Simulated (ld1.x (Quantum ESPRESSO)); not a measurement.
bromine (Br), PAW: configuration errors across variants

Br (Z = 35), PAW, made with ld1.x (Quantum ESPRESSO) 7.5 (PBE, scalar-relativistic). Core [Ne] 3s2, reference 3p6 3d10 4s2 4p5. Waves: 4s (bound): rcut 1.25, rcutus 1.60 bohr; 4s channel at -0.75 Ry: rcut 1.25, rcutus 1.60 bohr; 3p (bound): rcut 0.75, rcutus 0.90 bohr; 4p (bound): rcut 0.75, rcutus 0.90 bohr; 3d (bound): rcut 0.70, rcutus 0.95 bohr; 3d channel at -2.3 Ry: rcut 0.70, rcutus 0.95 bohr. Local part: all-electron potential smoothed inside 0.95 bohr (lloc = -1). Core correction: Bessel-smoothed model core, default radius (core density twice the valence density). Augmentation charge: BESSEL, radius 0.75 bohr.

All-electron excitation energies from the reference (eV): (1) 3p6 3d10 4s2 4p4 12.554; (2) 3p6 3d10 4s2 4p3 35.314; (3) 3p6 3d10 4s2 4p2 69.297; (4) 3p6 3d10 4s2 4p1 115.321; (5) 3p6 3d10 4s1 4p5 25.558; (6) 3p6 3d9 4s2 4p6 64.311; (7) 3p6 3d10 4s2 4p4.5 5.075.

The default core radius of the base comes out at 0.25 bohr.

A true bound ghost makes a file unfit for plane-wave use even where its test errors are small: the radial tests pick states by their node count and pass the ghost by.

Errors AE − PS in meV (a dash: test not solved or not reliable):

| change | (1) | (2) | (3) | (4) | (5) | (6) | (7) | bound ghosts |
| --- | --- | --- | --- | --- | --- | --- | --- | --- |
| base | -1.0 | -2.9 | -6.7 | -15 | +7.6 | -153 | -0.4 | s |
| core correction Bessel-smoothed model core inside 0.36 bohr | -1.0 | -2.9 | -6.7 | -15 | +7.6 | -152 | -0.4 | s |
| core correction Bessel-smoothed model core inside 0.48 bohr | -1.0 | -2.9 | -6.6 | -15 | +7.5 | -152 | -0.4 | s |
| core correction Bessel-smoothed model core inside 0.56 bohr | -1.0 | -2.9 | -6.7 | -15 | +7.4 | -152 | -0.4 | s |
| core correction Bessel-smoothed model core inside 0.68 bohr | -1.0 | -2.9 | -6.6 | -15 | +7.4 | -152 | -0.4 | s |
| core correction Bessel-smoothed model core inside 0.78 bohr | -1.0 | -2.9 | -6.7 | -15 | +7.4 | -152 | -0.4 | s |
| core correction Bessel-smoothed model core inside 0.90 bohr | -1.0 | -2.9 | -6.7 | -15 | +7.4 | -151 | -0.4 | s |
| core correction Bessel-smoothed model core inside 0.96 bohr | -0.9 | -2.9 | -6.7 | -15 | +7.4 | -151 | -0.4 | s |
| core correction Bessel-smoothed model core inside 1.10 bohr | -0.9 | -2.9 | -6.6 | -15 | +7.6 | -151 | -0.4 | s |

(1) Give the same row for: core correction a·sin(br)/r model core, default radius (ld1.x builds one for every PAW set, though the input has nlcc=.false.).

## Answers

(1) -1.0, -2.8, -6.4, -14, +8.2, -153, -0.4; bound ghosts: s.
